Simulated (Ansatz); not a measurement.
A structure drawn as `N[SiH](O)[SiH2][SiH3]`, with this starting geometry:

Cartesian coordinates in Å:
```
N -1.715 -1.924 0.022
Si -1.043 -0.475 -0.302
O -0.890 -0.595 -1.913
Si 1.013 -0.073 0.727
Si 1.565 2.056 0.195
H -1.055 -2.737 -0.102
H -1.971 -2.021 1.016
H -2.021 0.533 -0.004
H -1.634 -1.048 -2.423
H 1.969 -1.088 0.361
H 0.739 -0.200 2.238
H 2.812 2.439 0.853
H 1.766 2.130 -1.245
H 0.467 3.003 0.576
```

Charge 0, multiplicity 1.

(1) Does it keep its bonds when Ansatz relaxes it at PBE-D4/def2-SVP and then PBE0-D4/def2-TZVP?

(2) Give the relaxed structure. (Best estimate.)

Atoms count as bonded under 1.1 times the sum of their covalent radii (H–H under 0.85 Å, pairs among N, O and F under 1.55 Å), and a drawn bond as lost past 1.3 times.

Results:

(1) Yes, every drawn bond is still there and no new one forms.

(2) Computed: 
Z-matrix (Å, degrees):
```
Si
O 1 1.652
Si 1 2.341 2 102.3
N 1 1.711 2 112.7 3 -124.0
H 1 1.491 2 111.4 3 119.8
H 2 0.960 1 116.5 3 172.7
Si 3 2.337 1 111.2 2 44.5
H 3 1.493 1 109.7 2 -76.6
H 3 1.492 1 109.4 2 165.9
H 4 1.006 1 123.4 2 74.3
H 4 1.005 1 121.3 2 -126.3
H 7 1.486 3 110.1 1 -64.7
H 7 1.488 3 109.8 1 54.9
H 7 1.489 3 111.4 1 174.7
```
No frequency check was run.
